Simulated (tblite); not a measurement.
Compound: C3H11PSi2.
Cartesian coordinates in Å at the GFN2-xTB level; atoms count from 1:
```
atom  x, y, z in Å
C1    -0.5412   -1.9372   -0.5208
C2    -0.8250   -0.7170    0.3422
Si3   -1.4794    0.8625   -0.5425
C4    -0.0943    1.8465    0.3520
Si5    0.7101    0.2315    1.0264
P6     2.5809   -0.4800    0.0081
H7    -1.4533   -2.3109   -0.9846
H8     0.1648   -1.6899   -1.3134
H9    -0.1056   -2.7405    0.0725
H10   -1.4880   -1.0195    1.1547
H11   -2.8462    1.2624   -0.2061
H12   -1.3080    0.8247   -1.9960
H13    0.5341    2.4596   -0.2882
H14   -0.4678    2.4974    1.1373
H15    0.9446    0.1875    2.4782
H16    3.3498    0.5763    0.4608
H17    2.3175    0.1587   -1.1905
```

All values are computed: GFN2-xTB (tblite) harmonic vibrations without scaling, gas phase. This tight-binding method is rough: wavenumbers can miss measured ones by several per cent, in bad cases by 10 to 20. Modes of hydrogen on phosphorus and silicon can be 10 to 20 % off. One conformer, not necessarily the lowest.

Harmonic wavenumbers (cm⁻¹): 42.3, 88.6, 114.0, 144.3, 191.1, 238.4, 292.3, 344.3, 447.4, 471.8, 494.3, 516.9, 559.6, 594.9, 651.9, 668.9, 671.8, 684.1, 696.1, 725.6, 760.7, 782.0, 922.1, 985.1, 1008.5, 1074.0, 1109.4, 1115.6, 1150.0, 1274.2, 1416.0, 1457.7, 1504.7, 1506.6, 2170.4, 2245.3, 2258.5, 2297.9, 2382.9, 2951.5, 2997.1, 3000.3, 3011.4, 3013.2, 3019.4.

A = 2618, B = 1325, C = 1057 MHz; mass 134.014 u (most abundant isotopes); point group C1, symmetry number 1.

Task: Zero-point energy?

Result: ½Σν̃ = 27027 cm⁻¹ = 323.31 kJ/mol.

Task: Entropy at 298.15 K, 1 bar (ideal gas, RRHO, classical rotation)?

Result: Translation 169.94, rotation 120.76, vibration 118.63: S = 409.3 J/(mol K).

Task: And Cp and H(298.15 K) − H(0)?

Result: Cp = 164.70 J/(mol K), of which vibrations give 131.44 (their classical limit is 45 R = 374.2); H(298.15 K) − H(0) = 29.06 kJ/mol without the zero-point energy, 19.15 from vibrations.

Task: What must be added to the electronic energy to get the Gibbs energy at 298.15 K and 1 bar?

Result: ZPE + [H(298.15 K) − H(0)] − T·S = 323.31 + 29.06 − 122.04 = 230.33 kJ/mol.

Task: Which modes carry the vibrational entropy at 298.15 K?

Result: 42.3 cm⁻¹: 21.54; 88.6 cm⁻¹: 15.44; 114.0 cm⁻¹: 13.39; 144.3 cm⁻¹: 11.49; 191.1 cm⁻¹: 9.28; 238.4 cm⁻¹: 7.59 J/(mol K); the other 39 give 39.90 together.

Hindered rotation and anharmonicity are outside this model. Other conformers, if any are populated, would add a mixing term that is left out. The structure is chiral; the term R ln 2 for an equal mix with its mirror image is left out.
